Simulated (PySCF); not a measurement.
Species: C6H11NSi2.
Atom-mapped SMILES: `[CH3:1][CH:2]([CH3:3])[Si@@H:4]([C:5]#[N:6])[C:7]#[C:8][SiH3:9]` (hydrogens: H10, H11, H12 on C1; H13 on C2; H14, H15, H16 on C3; H17 on Si4; H18, H19, H20 on Si9)

Computed with PBE0-D3(BJ)/def2-SVP geometry optimisation, gas phase (PySCF 2.14.0).

**Question.** Give the optimised bond lengths and angles.

**Answer.** 
```
                     bond  length (pm)
                    C1–C2        152.8
                    C2–C3        152.9
                   C2–Si4        188.2
                   Si4–C5        186.4
                    C5≡N6        116.0
                   Si4–C7        183.1
                    C7≡C8        122.4
                   C8–Si9        183.9
   C1–H10, C1–H11, C1–H12        110.2
                   C2–H13        110.6
   C3–H14, C3–H15, C3–H16        110.2
                  Si4–H17        148.8
Si9–H18, Si9–H19, Si9–H20        149.1
```

Bonds in one row agree within 1 pm and their mean is given. A selection of angles:
```
    angle  degrees
 C1–C2–C3    112.4
C1–C2–Si4    111.3
C3–C2–Si4    110.4
C2–Si4–C5    108.4
C2–Si4–C7    110.9
C5–Si4–C7    107.3
Si4–C5–N6    177.5
Si4–C7–C8    177.3
C7–C8–Si9    179.5
```

Dihedral angles: C1–C2–Si4–C5 -57° (synclinal).

The 3 C–C bonds span 1.224 Å (C7≡C8, drawn triple) to 1.529 Å (C2–C3, drawn single), a spread of 0.305 Å. The C–Si distances run from 1.831 Å (Si4–C7, drawn single) to 1.882 Å (C2–Si4, drawn single), a spread of 0.051 Å. Si4 (SiH silicon) is distorted tetrahedral (angles from 107.0° to 113.0°). Si9 (SiH3 silicon) is tetrahedral (angles from 108.9° to 110.0°). Of the pairs four or more bonds apart, C5···H12 is among the closest relative to their van der Waals radii: 2.93 Å, 101 % of the sum of Bondi's values.

Point group: C1 (no symmetry element, even within 0.4 Å). PBE0-D3(BJ)/def2-SVP frequencies: not computed here. One conformer, not necessarily the lowest.
